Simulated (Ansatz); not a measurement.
One change: `C[SiH2]S[SiH2]Cl` becomes `S[SiH2]Cl`.

Ansatz, PBE0-D4/def2-TZVP geometries, multiplicity 1. Each molecule was computed in one conformer, which needn't be the lowest.

```tsv
property	`C[SiH2]S[SiH2]Cl`
LUMO energy (PBE0/def2-TZVPP) / eV	-0.05
LUMO energy (B3LYP/def2-TZVPP) / eV	-0.21
LUMO energy (PBE/def2-TZVPP) / eV	-0.90
HOMO energy (PBE/def2-TZVPP) / eV	-6.48
LUMO energy (ωB97M-V/def2-TZVPP) / eV	1.68
size of the dipole moment (B3LYP/def2-TZVPP) / D	1.84
```

(1) Give the same properties after the change, and the shifts. (An estimate is asked.)

Answers

(1) Ansatz gave: 
```json
{"property": "LUMO energy (PBE0/def2-TZVPP) / eV", "`S[SiH2]Cl`": "0.01", "shift": "0.06"}
{"property": "LUMO energy (B3LYP/def2-TZVPP) / eV", "`S[SiH2]Cl`": "-0.25", "shift": "-0.04"}
{"property": "LUMO energy (PBE/def2-TZVPP) / eV", "`S[SiH2]Cl`": "-0.94", "shift": "-0.04"}
{"property": "HOMO energy (PBE/def2-TZVPP) / eV", "`S[SiH2]Cl`": "-6.69", "shift": "-0.21"}
{"property": "LUMO energy (ωB97M-V/def2-TZVPP) / eV", "`S[SiH2]Cl`": "1.83", "shift": "0.15"}
{"property": "size of the dipole moment (B3LYP/def2-TZVPP) / D", "`S[SiH2]Cl`": "1.07", "shift": "-0.77"}
```

With PBE0 the HOMO falls by 0.25 eV and the LUMO rises by 0.06 eV, so the gap widens by about 0.31 eV. PBE moves the HOMO by -0.21 eV and ωB97M-V by -0.28 eV. Dipoles are sizes alone; their direction can turn.

Positive LUMOs are unbound, so they and the gaps depend on the basis.

B3LYP here is the variant with VWN-RPA as its local correlation; programs differ in this.
